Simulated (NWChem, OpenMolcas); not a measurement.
## How methods differ on CHBrF2 (SMILES FC(F)Br)

CHBrF2 has 5 atoms, charge 0, and is taken as a singlet. As SMILES, `FC(F)Br`. The coordinates come from a PBE0-D4/def2-TZVP relaxation.

Each level gives the vertical energy of the triplet above the singlet (eV). The values are calculated.

```csv
level,kind,program,value (eV)
HF/aug-cc-pVDZ,Hartree–Fock,OpenMolcas,5.50
SVWN5/aug-cc-pVDZ,LDA,OpenMolcas,6.03
BLYP/aug-cc-pVDZ,GGA,OpenMolcas,5.87
M06-L/aug-cc-pVDZ,meta-GGA,OpenMolcas,5.95
r2SCAN/aug-cc-pVDZ,meta-GGA,OpenMolcas,5.93
B3LYP/aug-cc-pVDZ,global hybrid,OpenMolcas,5.92
M06-2X/aug-cc-pVDZ,hybrid meta-GGA,NWChem,?
PBE0/aug-cc-pVDZ,global hybrid,OpenMolcas,?
```

Problem. Estimate the missing values from the other rows.

Solution. As computed at these levels: M06-2X/aug-cc-pVDZ: 6.01 eV; PBE0/aug-cc-pVDZ: 5.91 eV. All-electron rows without a relativistic Hamiltonian named are non-relativistic. Spin-orbit coupling, which can split open shells on such heavy atoms by tenths of an eV, is left out. The values span 5.50 to 6.03 eV.
